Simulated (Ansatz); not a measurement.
Ansatz (a quantum-chemistry and plane-wave program) input (RI-MP2/aug-cc-pV(T+d)Z):
A basis named .json is the Basis Set Exchange file of that set.

Ansatz 0.2 input:
```yaml
crystal:
  periodic: [false, false, false]
  atoms:
    - {symbol: C, position_ang: [-2.29372437, 0.82422303, -0.77502471]}
    - {symbol: Si, position_ang: [-0.80192809, 0.04070907, 0.05663326]}
    - {symbol: C, position_ang: [-0.70615509, 0.61854939, 1.84112890]}
    - {symbol: C, position_ang: [-0.96706719, -1.82940488, 0.00349296]}
    - {symbol: C, position_ang: [0.75776681, 0.56562520, -0.86446955]}
    - {symbol: Si, position_ang: [2.38452042, -0.08932589, -0.21108237]}
    - {symbol: H, position_ang: [-2.22548459, 1.91455390, -0.76223497]}
    - {symbol: H, position_ang: [-2.37568107, 0.50847449, -1.81772264]}
    - {symbol: H, position_ang: [-3.22009286, 0.54286520, -0.26834681]}
    - {symbol: H, position_ang: [-1.62328798, 0.36829378, 2.37960838]}
    - {symbol: H, position_ang: [0.12785692, 0.15316790, 2.37021377]}
    - {symbol: H, position_ang: [-0.57198307, 1.70132859, 1.89963079]}
    - {symbol: H, position_ang: [-0.13401628, -2.32103928, 0.50987722]}
    - {symbol: H, position_ang: [-0.99089311, -2.19526561, -1.02578745]}
    - {symbol: H, position_ang: [-1.89009363, -2.15134195, 0.49144680]}
    - {symbol: H, position_ang: [0.66139048, 0.25852302, -1.91141653]}
    - {symbol: H, position_ang: [0.80650097, 1.65984679, -0.86701868]}
    - {symbol: H, position_ang: [2.40259176, -1.57255297, -0.23714461]}
    - {symbol: H, position_ang: [3.53097146, 0.39462938, -1.02035424]}
    - {symbol: H, position_ang: [2.60100729, 0.34519575, 1.19077074]}
basis:
  gaussian:
    orbitals: aug-cc-pV_T+d_Z.json
    fitting: {mean_field: def2-universal-jkfit, correlation: aug-cc-pVTZ-RIFIT.json}
total_charge: 1
magnetization: {spin_polarized: true, initial_magnetization: 1}
correlation: {method: mp2, electrons: outside_noble_gas}
```

End of the output:

```
2.24 GiB of device memory are held for the factors and their scratch space
mean field: 4.25 GiB planned
mean field evaluation 1: about -20049.7930 eV, gradient 4.5e1 eV
mean field evaluation 2: about -20057.5491 eV, gradient 2.7e1 eV
mean field evaluation 4: about -20061.6167 eV, gradient 3.5e0 eV
mean field evaluation 8: about -20062.3024 eV, gradient 8.1e-1 eV
mean field evaluation 16: about -20061.6210 eV, gradient 5.3e0 eV
mean field evaluation 32: about -20062.1504 eV, gradient 5.1e-2 eV
mean field evaluation 64: about -20061.8379 eV, gradient 2.5e0 eV
mean field -20062.35673396 eV, -737.2780112193 hartree, gradient 2.9e-6 eV, S^2 0.769774; 9 other end points of the search recorded, 0 dependent functions left out
14 core orbitals not correlated
1362 factors; their error is unknown
reference -20062.35673396 eV, -737.2780112193 hartree; 19, 18 occupied and 583, 584 virtual orbitals, 1362 factors
second order -25.94192704 eV of doubles, -0.00000000 eV of singles
Total energy: -20088.29866100 eV, -738.2313594540 hartree
```

This state (charge 1, doublet) is run at the relaxed geometry of the species with charge 0 and multiplicity 1.
